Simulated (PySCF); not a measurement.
Isomers of C7H10P2, one conformer each; single-point electronic energies without zero-point terms and without any empirical dispersion term.

Computed with PySCF at PBE0/pcSseg-1, non-relativistic, each on one gas-phase PBE0-D3(BJ)/def2-SVP geometry that isn't relaxed in the solvent. The solvent is an IEF-PCM continuum (Bondi radii, 1.10 Å for H, scaled by 1.2). The model holds no explicit solvent molecules, cavitation or dispersion.

```
            isomer  relative energy, gas (kJ/mol)  dipole (D)
`CCC1=PC(C)=PC=C1`                            0.0        1.37
     `CCc1pccpc1C`                           11.1        1.08
```

Problem. How do the relative energies look in chloroform (ε = 4.711)?

Solution. 
| isomer | relative energy, solvent (kJ/mol) | E(solvent) − E(gas) (kJ/mol) | dipole in solvent (D) |
| --- | --- | --- | --- |
| `CCC1=PC(C)=PC=C1` | 0.0 | -9.3 | 1.81 |
| `CCc1pccpc1C` | 10.8 | -9.6 | 1.38 |

The order is unchanged. Conformers: `[CH3:1][CH2:2][c:3]1[cH:4][cH:5][p:6][c:7]([CH3:8])[p:9]1` with C1–C2–C3–C4 -82°; `[CH3:1][CH2:2][c:3]1[p:4][cH:5][cH:6][p:7][c:8]1[CH3:9]` with C1–C2–C3–P4 93°. `CCc1pccpc1C` gains most from the continuum, while `CCC1=PC(C)=PC=C1` has the largest gas-phase dipole. The gains span 0.3 kJ/mol, the gas-phase energies 11.1 kJ/mol.
